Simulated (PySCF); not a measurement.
TaCl₂: breathing scan

These are results of PySCF, UPBE0, basis Ta def2-SVP with ECP60, Cl def2-SVP (scalar-relativistic core potentials, no spin–orbit coupling, density fitting), not measurements.

Rigid scan from the quartet minimum (Ta–Cl 2.306 Å (×2); Cl–Ta–Cl 180.0°). Coordinate: all bonds to the central atom scaled together. Energies in kJ/mol from the minimum.

```csv
scale of all bonds to the centre,E (kJ/mol),⟨S²⟩
0.88,205.9,3.76
0.92,79.4,3.76
0.96,17.3,3.76
1.00,0.0,3.76
1.04,13.4,3.76
1.08,47.4,3.76
1.14,121.7,3.77
1.22,241.6,3.77
1.35,441.2,3.79
```

Open d and f shells are described by one determinant, and the ground state may have another occupation or spin. Spin–orbit coupling, left out here, can matter for elements this heavy.
